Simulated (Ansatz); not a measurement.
H₇N₃Si, SMILES N[SiH](N)N.

Geometry: PBE0-D3(BJ)/def2-SVP. One conformer was computed; it need not be the lowest.

Two levels are set side by side: PBE/def2-SVPD (Ansatz, an electronic-structure program) and CAM-B3LYP/def2-SVPD (Ansatz). Energy differences of separate SCF runs at the same geometry; the states with an electron removed or added have multiplicity 2 and 2. Differences are taken from unrounded values.

```tsv
quantity	PBE
vertical ionisation energy (eV)	8.60
vertical singlet–triplet gap (eV)	5.56
```

Question: These are the PBE values. What does CAM-B3LYP give? (The exact figures need the calculation; the answer reports its results.)

Answer: 
```
quantity                           CAM-B3LYP  PBE minus CAM-B3LYP
---------------------------------  ---------  -------------------
vertical ionisation energy (eV)         9.31                -0.71
vertical singlet–triplet gap (eV)       6.55                -0.99
```
